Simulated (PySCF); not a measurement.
A PySCF script (with the pyscf-properties extension) for the NMR shieldings of SMILES CC(C)C[S@@+](C)[AlH3-], C₅H₁₅AlS, on a GFN2-xTB geometry:

```python
import basis_set_exchange as bse
import numpy as np
from pyscf import gto, dft
from pyscf.prop import nmr

atoms = """
C    -1.983256    1.461743   -0.641635
C    -1.027144    0.642851    0.222473
C    -1.737751    0.079869    1.446985
C    -0.414670   -0.473152   -0.614667
S     0.862647   -1.388676    0.327994
C     1.962041   -1.863609   -1.027983
Al    2.287761    0.557374    0.818117
H    -1.460168    1.900693   -1.487897
H    -2.788574    0.834035   -1.019223
H    -2.420199    2.265718   -0.055588
H    -0.204772    1.293470    0.560413
H    -2.549621   -0.579623    1.146341
H    -2.149502    0.884857    2.049798
H    -1.039384   -0.486428    2.060475
H     0.077543   -0.059538   -1.494969
H    -1.171338   -1.197232   -0.921616
H     1.374594   -2.313664   -1.822305
H     2.501843   -0.983512   -1.386389
H     2.664536   -2.588886   -0.628920
H     3.611301   -0.279652    0.891269
H     1.588585    1.030775    2.135019
H     2.005120    1.281971   -0.558540
"""
names = dict.fromkeys(["C", "S", "Al", "H"], "pcSseg-1")
basis = {el: gto.basis.parse(bse.get_basis(n, elements=[el], fmt="nwchem")) for el, n in names.items()}
mol = gto.M(atom=atoms, basis=basis, charge=0, verbose=0)
mf = dft.RKS(mol, xc="PBE0")
mf.grids.level = 2
mf.grids.alignment = dft.numint.BLKSIZE   # the property module wants whole blocks of grid points
mf.conv_tol = 1e-9
mf.kernel()

calc = nmr.RKS(mf)   # GIAO
C = mf.mo_coeff
Co = C[:, mf.mo_occ > 0]
resp = mf.gen_response(singlet=True, hermi=2)
def vind(x):   # induced exchange potential for any number of trial vectors
    d = np.einsum("pi,xij,qj->xpq", C, 2 * x.reshape(-1, C.shape[1], Co.shape[1]), Co, optimize=True)
    return np.einsum("xpq,pi,qj->xij", resp(d - d.transpose(0, 2, 1)), C, Co, optimize=True).ravel()
mo1, _ = nmr.rhf.solve_mo1(calc, with_cphf=vind)
sigma = calc.kernel(mo1)
for i, s in enumerate(sigma):   # ppm
    w = np.linalg.eigvalsh((s + s.T) / 2)
    print("%2d %-2s iso %8.1f  s11 %8.1f  s22 %8.1f  s33 %8.1f" % (i, mol.atom_pure_symbol(i), w.mean(), *w))
```

**Question.** What are the results?

**Answer.** 
```
 0 C  iso    162.6  s11    145.4  s22    153.3  s33    189.0
 1 C  iso    154.7  s11    146.8  s22    152.9  s33    164.2
 2 C  iso    164.4  s11    151.4  s22    157.1  s33    184.7
 3 C  iso    131.6  s11     97.0  s22    137.0  s33    160.8
 4 S  iso    600.5  s11    449.9  s22    570.6  s33    781.1
 5 C  iso    159.4  s11    144.3  s22    149.3  s33    184.7
 6 Al iso    411.6  s11    390.9  s22    414.2  s33    429.8
 7 H  iso     30.5  s11     25.7  s22     28.8  s33     37.2
 8 H  iso     31.0  s11     27.3  s22     28.8  s33     36.9
 9 H  iso     30.5  s11     26.0  s22     27.7  s33     37.8
10 H  iso     28.8  s11     23.8  s22     28.4  s33     34.3
11 H  iso     31.2  s11     28.0  s22     28.6  s33     37.1
12 H  iso     30.6  s11     26.4  s22     27.5  s33     37.9
13 H  iso     30.3  s11     24.6  s22     31.4  s33     34.9
14 H  iso     29.7  s11     24.5  s22     31.2  s33     33.4
15 H  iso     29.1  s11     24.4  s22     28.9  s33     33.9
16 H  iso     29.7  s11     24.1  s22     27.3  s33     37.6
17 H  iso     29.0  s11     23.6  s22     28.7  s33     34.6
18 H  iso     29.4  s11     24.4  s22     25.6  s33     38.2
19 H  iso     27.7  s11     24.0  s22     26.5  s33     32.7
20 H  iso     27.3  s11     23.5  s22     26.8  s33     31.8
21 H  iso     27.9  s11     24.9  s22     27.7  s33     30.9
```

These numbers come from an equivalent density-fitted implementation of the same equations, which agrees with the script to about 0.01 ppm for H and up to a few tenths of a ppm for heavy atoms, so last digits may differ.

Size and cost of the density-fitted run: 208 basis functions, 61 s wall time on 1 thread of an Arm Neoverse N1, shared host; peak memory 1 GiB.
